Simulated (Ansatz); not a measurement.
`CO[C](=N)[SnH3]` + H₂S → `N=[C](S)[SnH3]` + CH₃OH  (substitution at a C–O bond)

Program: Ansatz. Geometries: PBE0-D4/def2-TZVP. ΔE: electronic, gas phase. CCSD(T)/CBS adds triple-zeta CCSD(T) − MP2 to the extrapolated MP2 energy (def2 sets, frozen cores). This one scheme is used for every species. DFT in def2-TZVPP. B3LYP here is the variant with VWN-RPA as its local correlation; programs differ in this. Elements past krypton have def2 core potentials. For Sn outer-core shells are correlated without core-valence functions, which leaves a few kJ/mol of doubt a bond. Each species was taken in one conformer, which may not be the lowest.

`CO[C](=N)[SnH3]`:

Z-matrix (Å, degrees):
```
C
O 1 1.418
H 1 1.094 2 111.2
H 1 1.088 2 106.1 3 118.8
H 1 1.094 2 111.2 3 -122.3
C 2 1.354 1 117.4 3 61.1
Sn 6 2.158 2 111.7 1 -180.0
N 6 1.261 2 128.2 1 -0.0
H 7 1.706 6 108.8 2 -59.2
H 7 1.706 6 108.8 2 59.8
H 7 1.699 6 108.1 2 -179.7
H 8 1.021 6 113.9 2 -0.0
```

H₂S:

```xyz
3

S    -0.268   -0.030    0.558
H     0.981    0.225    0.139
H    -0.712   -0.195   -0.697
```

`N=[C](S)[SnH3]`:

Cartesian coordinates in Å:
```
N 0.455 1.832 0.787
C 0.599 0.767 0.121
S 2.123 0.593 -0.755
Sn -0.872 -0.828 -0.016
H -0.440 1.873 1.268
H 1.869 -0.611 -1.291
H -2.175 -0.311 0.956
H -1.355 -1.032 -1.638
H -0.204 -2.284 0.569
```

CH₃OH:

Z-matrix (Å, degrees):
```
C
O 1 1.409
H 1 1.097 2 112.4
H 1 1.090 2 107.0 3 -118.5
H 1 1.097 2 112.4 3 123.0
H 2 0.959 1 108.5 3 -61.6
```

```
             level  ΔE (kcal/mol)  difference from CCSD(T)/CBS
            PBE-D4            3.8                          0.1
         r2SCAN-D4            5.0                          1.3
           PBE0-D4            4.5                          0.8
          B3LYP-D4            4.8                          1.1
           ωB97X-V            6.5                          2.8
           ωB97M-V            5.8                          2.1
            B2PLYP            5.0                          1.3
               PBE            3.9                          0.2
            r2SCAN            4.9                          1.2
              PBE0            4.5                          0.8
             B3LYP            5.0                          1.3
     HF/def2-TZVPP            7.3                          3.6
    MP2/def2-TZVPP            4.3                          0.6
SCS-MP2/def2-TZVPP            4.7                          1.0
   CCSD/def2-TZVPP            5.8                          2.1
CCSD(T)/def2-TZVPP            5.5                          1.8
     HF/def2-QZVPP            7.0                          3.3
    MP2/def2-QZVPP            3.2                         -0.5
SCS-MP2/def2-QZVPP            3.6                         -0.1
      HF/CBS(def2)            7.0                          3.3
     MP2/CBS(def2)            2.5                         -1.2
    CCSD/CBS(def2)            4.0                          0.3
       CCSD(T)/CBS            3.7                            0
```

Largest T1 diagnostic among the species: 0.015.

In def2-TZVPP, CCSD(T) changes the Hartree–Fock value by −1.8 kcal/mol (the triples alone add −0.3 kcal/mol) and MP2 by −3.0 kcal/mol.
